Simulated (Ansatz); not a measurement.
CaI₂⁺ (the lowest doublet isomer of a short search) was relaxed with r2SCAN-D4 (def2-TZVP) in Ansatz in these states: charge +1 doublet, charge +1 quartet. The geometries follow in no particular order.

In the def2 sets I takes a core potential; there is no spin–orbit coupling.

A:

Cartesian coordinates in Å:
```
Ca 0.014 0.974 1.695
I -1.000 -1.493 -0.261
I 0.987 0.518 -1.434
```

B:

Cartesian coordinates in Å:
```
Ca -0.0854 -1.4665 -0.4559
I 1.0184 0.2763 1.5153
I -0.9331 1.1902 -1.0594
```

Task: Judge from the bond lengths which geometry belongs to which state (an estimate).

Result: A is the charge +1 quartet (Ca1–I3 3.307 Å, Ca1–I2 3.307 Å); B is the charge +1 doublet (Ca1–I3 2.853 Å, Ca1–I2 2.853 Å).

At PBE0-D4/def2-TZVP a doublet lies 3.27 eV below the charge +1 quartet. In the quartet, I2 and I3 lie 3.06 Å apart (atoms count from 1), so these atoms are partly bonded to each other. These are the stationary points nearest to one start from a short search; other shapes may lie lower in each state.
